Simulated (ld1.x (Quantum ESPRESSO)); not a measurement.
## gallium (Ga): excitation energies, all-electron against PAW

| Quantity | Value |
| --- | --- |
| Element | Ga (Z = 31) |
| Generator | ld1.x (Quantum ESPRESSO) 7.5 |
| Type | PAW |
| Functional | PBE |
| Relativity | fully relativistic |
| Frozen core | [Ar] |
| Valence charge | 13 |
| Reference configuration | 3d10 4s2 4p1 |
| Partial waves | 4s (bound): rcut 1.55, rcutus 1.90 bohr; 4s channel at -0.3 Ry: rcut 1.55, rcutus 1.90 bohr; 4p (bound): rcut 2.10, rcutus 2.85 bohr; 4p channel at 0.6 Ry: rcut 2.10, rcutus 2.85 bohr; 3d (bound): rcut 0.60, rcutus 0.65 bohr; 3d channel at -0.5 Ry: rcut 0.60, rcutus 0.65 bohr |
| Local potential | all-electron potential smoothed inside 2.25 bohr (lloc = -1) |
| Core correction | Bessel-smoothed model core, default radius (core density twice the valence density) |
| Augmentation charge | PSQ, inside the norm-conserving radii |

Open shells are filled in proportion to 2j + 1 (rel_dist='average').

Energies are relative to the spin-unpolarised reference configuration 3d10 4s2 4p1; without spin polarisation the order of configurations can differ from experiment.

Q: Give the all-electron excitation energy and the error of the potential for: 3d10 4s2 4p0; 3d10 4s1 4p0; 3d10 4s0 4p0; 3d9 4s0 4p0; 3d10 4s1 4p2; 3d10 4s2 4p1.3; 3d10 4s2 4p0.5.

A:

```json
{"valence configuration": "3d10 4s2 4p0", "charge": "+1", "ΔE all-electron (eV)": "5.690", "error AE − PS (meV)": "-0.1"}
{"valence configuration": "3d10 4s1 4p0", "charge": "+2", "ΔE all-electron (eV)": "26.818", "error AE − PS (meV)": "-2.4"}
{"valence configuration": "3d10 4s0 4p0", "charge": "+3", "ΔE all-electron (eV)": "58.090", "error AE − PS (meV)": "-11"}
{"valence configuration": "3d9 4s0 4p0", "charge": "+4", "ΔE all-electron (eV)": "121.965", "error AE − PS (meV)": "-371"}
{"valence configuration": "3d10 4s1 4p2", "charge": "0", "ΔE all-electron (eV)": "6.536", "error AE − PS (meV)": "-0.1"}
{"valence configuration": "3d10 4s2 4p1.3", "charge": "-0.3", "ΔE all-electron (eV)": "-0.534", "error AE − PS (meV)": "0.0"}
{"valence configuration": "3d10 4s2 4p0.5", "charge": "+0.5", "ΔE all-electron (eV)": "2.031", "error AE − PS (meV)": "-0.1"}
```

Levels in the configuration 3d10 4s2 4p0:

| level | all-electron (eV) | pseudo (eV) |
| --- | --- | --- |
| 3d j=3/2 | -27.696 | -27.689 |
| 3d j=5/2 | -27.234 | -27.226 |
| 4s j=1/2 | -16.330 | -16.331 |

The ghost test of this file was not conclusive.
